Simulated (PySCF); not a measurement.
## Electron correlation in Cr²⁺ (chromium, charge +2)

[Ar] 3d3 4s1, high-spin 5F determinant (an excited configuration). Computed with PySCF 2.14 in def2-TZVPPD (6s6p4d2f1g, 67 functions), with no relativity, point nucleus. Frozen: [Ne]; 12 electrons correlated.

```tsv
level	correlation energy (mhartree)
CCSD	-321.59
(T)	-6.03
CCSD(T)	-327.62
```

Diagnostics: T1 = 0.0060, D1 = 0.0200, largest double amplitude 0.036.

Cost of the coupled-cluster step: roughly 17 core-seconds, for 12 correlated electrons.

This basis was not built for core-valence correlation, so the inner-shell part is incomplete.
